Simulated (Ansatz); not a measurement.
Ansatz results at the PBE0-D4/def2-TZVP geometry: size of the dipole moment (PBE/def2-TZVPP) 1.80 D; LUMO energy (PBE/def2-TZVPP) -2.90 eV; HOMO energy (PBE0/def2-TZVPP) -6.79 eV.

Each molecule was computed in one conformer, which needn't be the lowest.

(1) Which molecule gave them?
A. `[CH3][AlH][BH]O`
B. `FCS`
C. `B[CH2][AlH][OH]`
D. `FB1CBO1`

Results:

(1) A. The others give `B[CH2][AlH][OH]`: 2.01, -2.38, -8.23; `FCS`: 1.49, -0.72, -7.57; `FB1CBO1`: 1.52, -1.81, -8.70.
